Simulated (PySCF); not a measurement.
## GeO⁺: frontier orbitals

PBE0 at R = 1.776 Å; PySCF, no relativity, basis sets Ge def2-TZVPPD, O def2-TZVPPD. State: ²Π (doublet), unpaired electrons π ↑. Only the outer orbitals are listed, counted within each symmetry.

| spin | orbital | occ. | ε (eV) | on Ge (%) | main shells (%) |
| --- | --- | --- | --- | --- | --- |
| α | 8σ | 1 | -35.02 | 13 | 86 O s |
| α | 9σ | 1 | -21.39 | 63 | 62 Ge s, 30 O p |
| α | 4π | 1 | -19.41 | 6 | 94 O p |
| α | 4π | 1 | -17.49 | 10 | 90 O p |
| α | 10σ | 1 | -16.81 | 54 | 44 O p, 31 Ge s, 22 Ge p |
| α | 5π | 0 | -9.97 | 96 | 96 Ge p |
| α | 5π | 0 | -9.64 | 93 | 92 Ge p |
| α | 11σ | 0 | -6.22 | 89 | 71 Ge p, 14 Ge d, 8 O p |
| β | 8σ | 1 | -32.84 | 15 | 83 O s |
| β | 9σ | 1 | -20.98 | 68 | 68 Ge s, 24 O p, 8 O s |
| β | 4π | 1 | -16.71 | 13 | 86 O p, 11 Ge p |
| β | 10σ | 1 | -16.41 | 50 | 48 O p, 25 Ge p, 24 Ge s |
| β | 4π | 0 | -12.58 | 36 | 63 O p, 34 Ge p |
| β | 5π | 0 | -9.60 | 91 | 89 Ge p, 9 O p |
| β | 5π | 0 | -8.95 | 70 | 66 Ge p, 30 O p |

Task: Which are the highest filled and the lowest empty level, where do they sit, and how wide is the gap?

Result: Highest filled β 10σ at -16.41 eV (in %: 48 O p, 25 Ge p, 24 Ge s); lowest empty β 4π at -12.58 eV (in %: 63 O p, 34 Ge p); the gap at PBE0 is 3.83 eV.

| Property | Result |
| --- | --- |
| bond order (Mayer) | 1.20 |
| ⟨S²⟩ | 0.756 |
| charge on Ge (Mulliken, basis-dependent) | 1.10 |
| charge on Ge (Löwdin, basis-dependent) | 1.32 |
| dipole moment (positive dipole points towards O; it is taken about the centre of mass and depends on that origin) | -2.05 D |
| polarisability along the bond | 28.0 bohr³ |
| polarisability across the bond | 22.0 bohr³ |

Spin–orbit coupling is left out. The state was picked by a PBE0 search and need not be the measured ground state.
